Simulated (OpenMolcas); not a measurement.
## Ta4+ in a point-charge field

Ta4+ among 6 point charges of -0.85 e arranged as a trigonal antiprism (D3d), 2.17 Å from the ion, with a polar angle of 52.0° against the regular 54.74°.

- Program: OpenMolcas 26.06
- Method: CASSCF
- Basis: ANO-RCC-VDZP [7s6p4d2f1g]
- Scalar Hamiltonian: DKH2, point nucleus
- Active space: 1 electron in 5 orbitals (5d)
- State averaging: 2S+1 = 2 even, 5 roots
- Spin-orbit coupling: state interaction with AMFI integrals over the reference wave functions

The lowest spin-free states (labels of D3, the rotations of D3d), above the lowest:

```csv
State,Degeneracy,E (cm-1),Free-ion L (%)
2E,2,0.0,D (100)
2A1,1,1424,D (100)
2E,2,6687,D (100)
```

The lowest levels with spin-orbit coupling:

```csv
E (cm-1),Degeneracy,Label,2S+1,g
0.0,2,E3/2,2,0.00 0.00 1.89
1465,2,E1/2,2,0.64 1.20 1.20
6820,2,E1/2,2,1.39 1.39 3.09
11481,2,E1/2,2,1.55 1.81 1.81
11974,2,E3/2,2,0.00 0.00 3.49
```

Powder χT (cm3 K/mol): 0.112 at 2 K, 0.113 at 10 K, 0.118 at 50 K, 0.125 at 100 K, 0.138 at 200 K, 0.151 at 300 K. The effective moment at 300 K is 2.828 √(χT) = 1.10 μB.

The lowest level has 2S+1 = 2, for which the spin-only value is χT = S(S+1) / 2 = 0.375 cm3 K/mol (g = 2). The computed 0.151 at 300 K differs by -0.224, through orbital momentum, spin-orbit coupling and any other state in reach.

An orbital doublet at a regular site is open to a Jahn-Teller distortion, which this geometry leaves out. This is an electrostatic model: the charges have no orbitals. No measured value stands beside these numbers.

The RASSCF and RASSI steps took 2 s on 1 thread of Arm Neoverse V1, with other jobs on the host; the integral step is not counted.
